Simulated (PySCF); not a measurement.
Calculated NMR parameters of C#C[C@@H]1CC[C@@]1(F)OC

| Item | Value |
| --- | --- |
| Formula | C7H9FO |
| SMILES | C#C[C@@H]1CC[C@@]1(F)OC |
| Point group of the computed structure | C1 |
| Degrees of unsaturation | 3 |
| Carbon signals | 7 |
| Proton signals | 7 |

Mapped SMILES: `[CH:1]#[C:2][C@@H:3]1[CH2:4][CH2:5][C@@:6]1([F:7])[O:8][CH3:9]`. Each H is labelled by its parent atom. Ha(C4), Ha(C5) are cis to C2 on the ring; Hb(C4), Hb(C5) are trans to C2 on the ring.

PySCF calculation with coordinates at the PBE0-D3(BJ)/def2-SVP level and NMR shieldings at PBE0/pcSseg-1/GIAO; one computed conformer, one averaged value for each set of equivalent atoms, non-relativistic Hamiltonian, no solvent model.

δ = σ(ref) − σ, references computed at the same level: 1H (σ = 31.27 ppm), 13C (σ = 184.41 ppm) vs TMS; CFCl3 for 19F (σ = 177.25 ppm); 17O (σ = 334.56 ppm) vs H2O.

| carbon | δC, type | δH (multiplicity) | HMBC from (2–3 bonds) | span of the C tensor (ppm) |
| --- | --- | --- | --- | --- |
| C1 | 79.7, CH | 2.20 (d) | H(C3) | 206 |
| C2 | 84.8, C | – | H(C3), H(C1), Hb(C4), Ha(C4) | 302 |
| C3 | 36.3, CH | 2.80 (m) | H(C1), Ha(C5), Hb(C5), Hb(C4), Ha(C4) | 35 |
| C4 | 21.9, CH2 | Ha(C4) 1.80 (m); Hb(C4) 1.89 (m) | H(C3), Ha(C5), Hb(C5) | 32 |
| C5 | 34.7, CH2 | Ha(C5) 2.19 (m); Hb(C5) 2.04 (m) | H(C3), Hb(C4), Ha(C4) | 37 |
| C6 | 113.5, C | – | H(C9), H(C3), Ha(C5), Hb(C5), Hb(C4), Ha(C4) | 45 |
| C9 | 50.2, CH3 | 3.41 (s) | – | 72 |

Other nuclei:
```
atoms  nucleus                environment  δ (ppm)  σ (ppm)
   F7      19F  fluorine on an sp3 carbon   -156.2    333.5
   O8      17O               ether oxygen     93.2    241.4
```

Carbon types of the structure: 2 × C, 2 × CH, 2 × CH2, 1 × CH3, which accounts for all hydrogens. δC 113.5: fully substituted sp3 carbon bonded to F and O; 2 electronegative neighbours deshield it. δC 84.8: alkyne carbon; sp carbons lie upfield of alkene carbons because the cylindrical π system leaves one tensor component strongly shielded. δC 79.7: terminal alkyne carbon; sp carbons lie upfield of alkene carbons because the cylindrical π system leaves one tensor component strongly shielded. δC 34.7, 21.9: sp3 CH2 in a ring; a saturated carbon with 2 carbon neighbours and no heteroatom attached. δH 2.20: hydrogen on a terminal alkyne carbon; it lies on the axis of the triple bond, in its shielding cone.

Splittings by 19F in the carbon and heteronuclear signals aren't shown, as no couplings were computed. Shifts are as computed. Against solution values, carbons near 30 ppm lie about +2 ppm off and those near 130 ppm about +5 ppm. Of 1211 compounds with measured shifts, 218 miss one by over three times the rms of a fit or turn the order of signals round; such compounds aren't used in these exercises. Unscaled 19F shifts against computed CFCl3 carry errors that often reach 10 to 50 ppm. Experimental scales use liquid or dissolved standards, which lie at an offset from isolated H2O (liquid H2O: subtract about 36 ppm). No couplings were computed; multiplicities are counted from neighbouring protons, with m where these are inequivalent, close in shift, in a saturated or five-membered ring or joined by F or P, and br s for small geminal =CH2 splittings.
